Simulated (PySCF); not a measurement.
C3H7FN2Si.
Numbering: `[CH2:1]=[N:2][C:3](=[CH2:4])[Si@H:5]([NH2:6])[F:7]` (hydrogens: H8, H9 on C1; H10, H11 on C4; H12 on Si5; H13, H14 on N6)

Geometry (GFN2-xTB, Å), atoms numbered from 1 in this order:
```xyz
14
C3H7FN2Si angstrom
C     -0.8911   -1.1478    1.6570
N     -0.8429   -0.7981    0.4549
C     -0.4783    0.4481    0.0052
C     -1.2323    1.5301    0.1964
Si     1.0843    0.4507   -1.0621
N      1.2361   -1.0989   -1.7648
F      2.3913    0.5841   -0.1208
H     -1.2013   -2.1575    1.8872
H     -0.6267   -0.5025    2.4984
H     -0.9846    2.4713   -0.2602
H     -2.1411    1.4915    0.7768
H      1.1615    1.6457   -1.8933
H      2.0874   -1.3631   -2.2317
H      0.4371   -1.5540   -2.1702
```

Theory: TDDFT B3LYP/def2-SVPD, vertical, gas phase, core orbitals frozen in the response in PySCF.

Ground-to-excited transition dipoles (e·a0, same axes as the geometry; the sign carries no meaning), for the states with f of 0.002 or more among the lowest 8:

```csv
state,E (hartree),μx,μy,μz
S1,0.1588,-0.110,0.361,-0.064
S2,0.2036,0.407,-0.725,-0.052
S3,0.2064,-0.218,0.228,0.020
S4,0.2256,-0.029,-0.181,-0.039
S6,0.2355,0.150,-0.382,-0.015
S7,0.2390,0.048,0.525,-0.388
S8,0.2408,-0.071,-0.043,-0.482
```

(1) What oscillator strength does each state have?

(2) Which bond between heavy atoms lies closest to the direction of the S2 transition dipole?

(3) What angle do the transition dipoles of S1 and S8 make?

(4) What peak molar absorption coefficient would the strongest computed level give as a lone Gaussian band 0.3 eV wide at half height?

## Answers

(1) f = (2/3) ΔE |μ|² with ΔE in hartree (27.2114 eV).

```json
{"state": "S1", "|μ|² (au)": "0.147", "|μ| (D)": "0.97", "f": "0.016"}
{"state": "S2", "|μ|² (au)": "0.695", "|μ| (D)": "2.12", "f": "0.094"}
{"state": "S3", "|μ|² (au)": "0.100", "|μ| (D)": "0.80", "f": "0.014"}
{"state": "S4", "|μ|² (au)": "0.035", "|μ| (D)": "0.48", "f": "0.005"}
{"state": "S6", "|μ|² (au)": "0.169", "|μ| (D)": "1.04", "f": "0.027"}
{"state": "S7", "|μ|² (au)": "0.428", "|μ| (D)": "1.66", "f": "0.068"}
{"state": "S8", "|μ|² (au)": "0.239", "|μ| (D)": "1.24", "f": "0.038"}
```

(2) C3–C4, at 7° from it; next Si5–N6 at 31°.

(3) |cos θ| = |μa·μb| / (|μa| |μb|) = 0.12, so θ ≈ 83° (taken between 0 and 90°, since the signs are arbitrary).

(4) ε(max) = 2.175×10⁸ f / FWHM, with the width in cm⁻¹. S2: 2.175×10⁸ × 0.0943 / 2420 ≈ 8500 L mol⁻¹ cm⁻¹.

One conformer stands for the species.
